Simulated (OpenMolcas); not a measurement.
Co V: Racah parameters, worked from levels

```
Program             : OpenMolcas 26.06
Basis               : ANO-R2 [7s5p4d2f1g]
Scalar Hamiltonian  : X2C, finite nucleus
Active space        : 5 electrons in 5 orbitals (3d)
State averaging     : 2S+1 = 6 even, 1 root; 2S+1 = 4 even, 24 roots; 2S+1 = 2 even, 75 roots
Spin-orbit coupling : state interaction with AMFI integrals over the reference wave functions, term energies averaged over their components
```

Methods: CASSCF; MS-CASPT2, IPEA 0.25 Eh, imaginary shift 0.1 Eh (closed shells correlated: 3s 3p).

**Racah parameters.** Above 6S, d5 has 4D at 17B + 5C, 4G at 10B + 5C and 4P at 7B + 7C. The first two fix B and C, and the third tests them; where it misses by thousands of cm-1, two parameters do not describe the configuration (Trees and configuration-interaction terms are left out) and B and C hang on the terms chosen. Term energies are centres of gravity, weighted by 2J + 1.

```tsv
Source	4D	4G	B	C	C/B	4P from B, C	4P found
CASSCF	52978	42586	1485	5548	3.74	49231	49005
MS-CASPT2	46362	38676	1098	5539	5.04	46459	42574
```

Energies in cm-1. From CASSCF to MS-CASPT2, B changes by -26.1 % and C by -0.2 %.

CASPT2 does not keep the components of a term degenerate, so their means are used; among the terms shown or strongly mixed into the levels shown the widest spread is 280 cm-1 (3d5 4G, MS-CASPT2). Without dynamic correlation excited terms often stand tens of per cent too high (terms of higher spin than the ground term too low), and those without a measured partner can miss by more than the paired ones (holds for CASSCF). Blocks of more than 70 roots (2S+1 = 2 even) ran without multistate coupling (holds for MS-CASPT2). Levels of configurations outside the active space are missing.
